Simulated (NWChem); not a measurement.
Molecule: boron trifluoride (BF3); SMILES FB(F)F

```xyz
4

F      1.2620    -0.3802     0.0000
B      0.0000     0.0000     0.0000
F     -0.9603    -0.9028     0.0000
F     -0.3017     1.2830     0.0000
```
Atoms are numbered in this order, from 1.

The geometry was optimised at B3LYP/6-31G* (spherical d). Not confirmed as a minimum by frequencies.

Problem. Give the principal values of the shielding tensors (ppm) of F1, B2 from PBE0/def2-SVP, GIAO (NWChem), with their diamagnetic and paramagnetic parts as GIAO splits them.

Solution. 
| atom | σ11 | σ22 | σ33 | isotropic | diamagnetic | paramagnetic |
|---|---|---|---|---|---|---|
| F1 | 189.4 | 371.2 | 385.7 | 315.4 | 461.1 | -145.7 |
| B2 | 92.7 | 106.0 | 106.0 | 101.6 | 207.8 | -106.2 |
